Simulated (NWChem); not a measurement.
Molecule: SiH$_{2}$Cl, doublet; SMILES [SiH2]Cl

Results from NWChem. Spin-unrestricted. In the optimisation the excess spin sits in a' (Cs, its own frame). Coordinates come from a B3LYP/6-31G* (spherical d), spin-unrestricted optimisation. No stability test was run on the SCF state. B3LYP is NWChem's, with the RPA form of VWN correlation. Total energies of different functionals are on different scales.

```tsv
level	energy (Ha)	highest occupied level (eV)	lowest empty minus highest occupied level, either spin (eV)	dipole (D)	<S²>
B3LYP/def2-SVP	-750.6783	-6.22	3.03	1.25	0.751
PBE/def2-SVP	-750.2988	-5.35	1.65	1.14	0.751
BHandHLYP/def2-SVP	-750.6433	-7.51	5.48	1.47	0.752
TPSS/def2-SVP	-750.6933	-5.59	1.93	1.24	0.752
BLYP/def2-SVP	-750.6292	-5.09	1.40	1.05	0.751
revPBE/def2-SVP	-750.4988	-5.35	1.77	1.16	0.752
B97-2/def2-SVP	-750.6920	-6.22	2.81	1.34	0.752
HCTH/407/def2-SVP	-750.7453	-5.59	1.70	1.24	0.754
LDA (Slater exchange, VWN5)/def2-SVP	-747.9752	-5.27	1.19	1.10	0.751
LDA (Slater exchange, PW92)/def2-SVP	-747.9640	-5.27	1.19	1.10	0.751
CAM-B3LYP/def2-SVP	-750.6565	-7.73	5.85	1.36	0.751
```
